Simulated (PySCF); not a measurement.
# Nuclear quadrupole coupling in `C#C[SiH2]S[Si@@H](C)CC=O`

Compound: C₅H₁₀OSSi₂.
Geometry (GFN2-xTB, Å), atoms numbered from 1 in this order:
```xyz
19
C5H10OSSi2 angstrom
C      4.425   -1.311    1.935
C      3.639   -0.953    1.098
Si     2.417   -0.394   -0.161
S      0.477   -0.934    0.646
Si    -0.860    0.448   -0.305
C     -0.659    0.414   -2.193
C     -2.615   -0.165    0.154
C     -2.799    0.074    1.599
O     -3.283    1.064    2.081
H      5.113   -1.627    2.666
H      2.585   -1.111   -1.421
H      2.450    1.057   -0.325
H     -0.617    1.788    0.228
H      0.351    0.695   -2.476
H     -0.851   -0.577   -2.597
H     -1.341    1.106   -2.676
H     -2.704   -1.223   -0.080
H     -3.340    0.409   -0.420
H     -2.398   -0.735    2.241
```

Field gradients from the PBE0/pcSseg-1 density (PySCF, non-relativistic), principal values in atomic units, ordered |Vxx| ≤ |Vyy| ≤ |Vzz|:

| atom | Vxx | Vyy | Vzz |
| --- | --- | --- | --- |
| S4 | 0.2581 | 1.4115 | -1.6697 |
| O9 | 0.4908 | 1.5352 | -2.0260 |

Find the asymmetry η = (Vxx − Vyy)/Vzz and the couplings χ = eQV/h (234.96 MHz × Q in barn × V in au), with Q(33S) = −0.0678 b, Q(17O) = −0.0256 b.

| atom | environment | nucleus | η | χzz (MHz) | χxx (MHz) | χyy (MHz) |
| --- | --- | --- | --- | --- | --- | --- |
| S4 | sulfur bonded to 2 Si | 33S | 0.69 | 26.60 | -4.11 | -22.49 |
| O9 | aldehyde oxygen | 17O | 0.52 | 12.19 | -2.95 | -9.23 |

What is Vzz at S4 in SI units (1 au = 9.71736 × 10²¹ V/m²)?

-1.6697 au = -16.225 × 10²¹ V/m².

And the gradient at the other heavy atoms, for which no coupling is worked out here?

```
atom                  environment  Vzz (au)     η
  C1       terminal alkyne carbon    -0.375  0.05
  C2                alkyne carbon    -0.321  0.00
 Si3                 SiH2 silicon     0.534  0.81
 Si5                  SiH silicon     0.495  0.60
  C6             Si-methyl carbon    -0.032  0.60
  C7  sp3 carbon bound to silicon    -0.038  0.99
  C8              aldehyde carbon     0.555  0.05
```

Were the hydrogens deuterons (Q(2H) = 0.00286 b), χzz would run from 108 kHz (H13, H12 and H11) to 259 kHz (H10).

The structure is a single GFN2-xTB conformer in the gas phase; no vibrational or solvent corrections. GFN2-xTB bond lengths can be off by several hundredths of an ångström, more for odd bonds, and the gradients follow them. The basis is small and wasn't made for field gradients, so the couplings can be 20 % off.
